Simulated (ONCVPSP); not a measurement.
# Plane-wave convergence, ONCV potential for Li (Z = 3)

- Element: lithium
- Generator: ONCVPSP 4.0.1
- Type: optimised norm-conserving Vanderbilt (ONCV)
- Functional: LDA (Perdew-Wang 92)
- Relativity: scalar-relativistic
- Frozen core: none
- Valence charge: 3
- Reference configuration: 1s2 (charge +1)
- Partial waves: 1s: rc 0.60 bohr, ncon 3, nbas 7, qcut 20.2 1/bohr, 2 projectors, debl 2.9 Ha; p scattering state at 0.31 Ha: rc 0.55 bohr, ncon 5, nbas 9, qcut 17.9 1/bohr, 2 projectors, debl 1.9 Ha; d scattering state at 0.16 Ha: rc 0.60 bohr, ncon 4, nbas 8, qcut 18.6 1/bohr, 2 projectors, debl 0.5 Ha
- Local potential: polynomial inside 0.40 bohr (lpopt 3, dvloc0 4 Ha)
- Core correction: none

For each optimised wave give the share of its norm inside rc, the residual kinetic energy above qcut (Ha) and the cutoffs (Ha) for errors of 10, 1, 0.1 and 0.01 mHa per electron.

```csv
wave,norm inside rc,residual KE,10 mHa,1 mHa,0.1 mHa,0.01 mHa
1s,0.604,2.4e-07,84.9,119.7,148.4,172.7
s projector 2,0.028,3.2e-08,44.7,84.7,120.9,151.4
p projector 1,0.014,5.0e-07,9.8,29.8,67.5,109.7
p projector 2,0.021,8.7e-07,14.4,39.1,79.2,122.6
d projector 1,0.000,3.1e-11,1.1,2.6,5.7,12.2
d projector 2,0.000,1.3e-10,2.4,4.7,9.8,20.8
```

The occupied waves need 120 Ha and 148 Ha for 1 and 0.1 mHa. Rows with under 1 % of the norm inside rc give no meaningful cutoff.
